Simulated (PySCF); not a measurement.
AlBrH₂O, SMILES [Br][AlH][OH]. Atoms are numbered in the order given.

```xyz
5

Al    -0.5630    -1.1098     0.0000
H     -2.0761    -1.5021     0.0000
Br     0.0882     1.0511     0.0000
O      0.5956    -2.3349     0.0000
H      1.5417    -2.1802     0.0000
```

The structure is a stationary point at r2SCAN-D4/def2-TZVP. The values are those of a single conformer.

The numbers are results of C-PCM-ωB97X/def2-SVP in PySCF, not measurements.

The values are the electrostatic part of the solvation free energy, E(continuum) − E(gas) at the gas-phase geometry, in a cavity of scaled van der Waals radii (PySCF's table); cavitation and dispersion terms are not included. A continuum can't describe solvent molecules that bind to the metal. In vacuum the orbital gap is 12.07 eV. The dipole moment in vacuum is 0.94 D.

Computed values in water (ε = 78.36), methanol (ε = 32.61), benzene (ε = 2.27):
```json
[
 {"solvent": "water", "ε": "78.36", "ΔG(elec) (kcal/mol)": "-6.9", "dipole (D)": "1.18", "gap (eV)": "12.55"},
 {"solvent": "methanol", "ε": "32.61", "ΔG(elec) (kcal/mol)": "-6.7", "dipole (D)": "1.18", "gap (eV)": "12.54"},
 {"solvent": "benzene", "ε": "2.27", "ΔG(elec) (kcal/mol)": "-3.7", "dipole (D)": "1.06", "gap (eV)": "12.33"}
]
```
